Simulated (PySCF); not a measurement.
Correlation energy of Ti (titanium, neutral)

[Ar] 3d2 4s2, high-spin 3F determinant. Computed with PySCF 2.14 in x2c-TZVPPall with one added diffuse shell each of s, p, d, f type (7s6p5d3f1g, 80 functions), with the spin-free X2C one-electron Hamiltonian (Gaussian nucleus). Frozen: [Ne]; 12 electrons correlated.

```csv
level,correlation energy (mhartree)
CCSD,-316.52
(T),-9.99
CCSD(T),-326.51
```

Diagnostics: T1 = 0.022, D1 = 0.0811, largest double amplitude 0.066.

Cost of the coupled-cluster step: roughly 30 core-seconds, for 12 correlated electrons.

Iterations:

```
CC2 = 0
CCSD nocc = (np.int64(7), np.int64(5)), nmo = (75, 75)
frozen orbitals [[0, 1, 2, 3, 4], [0, 1, 2, 3, 4]]
max_cycle = 100
direct = 0
conv_tol = 1e-08
conv_tol_normt = 1e-06
diis_space = 8
diis_start_cycle = 0
Init t2, MP2 energy = -0.288840090412805
Init E_corr(UCCSD) = -0.288840090417104
cycle = 1  E_corr(UCCSD) = -0.306823116632034  dE = -0.0179830262  norm(t1,t2) = 0.0812748
cycle = 2  E_corr(UCCSD) = -0.313502296684237  dE = -0.00667918005  norm(t1,t2) = 0.0310588
cycle = 3  E_corr(UCCSD) = -0.316519006672074  dE = -0.00301670999  norm(t1,t2) = 0.0162917
cycle = 4  E_corr(UCCSD) = -0.316602544672129  dE = -8.35380001e-05  norm(t1,t2) = 0.00264087
cycle = 5  E_corr(UCCSD) = -0.316467568903707  dE = 0.000134975768  norm(t1,t2) = 0.00148603
cycle = 6  E_corr(UCCSD) = -0.316514134800059  dE = -4.65658964e-05  norm(t1,t2) = 0.000528398
cycle = 7  E_corr(UCCSD) = -0.316528004316851  dE = -1.38695168e-05  norm(t1,t2) = 0.000260443
cycle = 8  E_corr(UCCSD) = -0.316520957221599  dE = 7.04709525e-06  norm(t1,t2) = 0.000113522
cycle = 9  E_corr(UCCSD) = -0.31652126800558  dE = -3.10783981e-07  norm(t1,t2) = 2.97118e-05
cycle = 10  E_corr(UCCSD) = -0.316521283501535  dE = -1.54959545e-08  norm(t1,t2) = 1.04409e-05
cycle = 11  E_corr(UCCSD) = -0.316521429819659  dE = -1.46318124e-07  norm(t1,t2) = 4.80131e-06
cycle = 12  E_corr(UCCSD) = -0.316521353584245  dE = 7.62354134e-08  norm(t1,t2) = 2.32404e-06
cycle = 13  E_corr(UCCSD) = -0.31652139926784  dE = -4.56835951e-08  norm(t1,t2) = 8.44242e-07
cycle = 14  E_corr(UCCSD) = -0.316521417689221  dE = -1.84213813e-08  norm(t1,t2) = 2.98355e-07
cycle = 15  E_corr(UCCSD) = -0.316521419347772  dE = -1.65855013e-09  norm(t1,t2) = 1.58995e-07
UCCSD converged
E(UCCSD) = -853.0558137039631  E_corr = -0.3165214193477716
UCCSD(T) correction = -0.00998692135589544
```

This basis was not built for core-valence correlation, so the inner-shell part is incomplete.
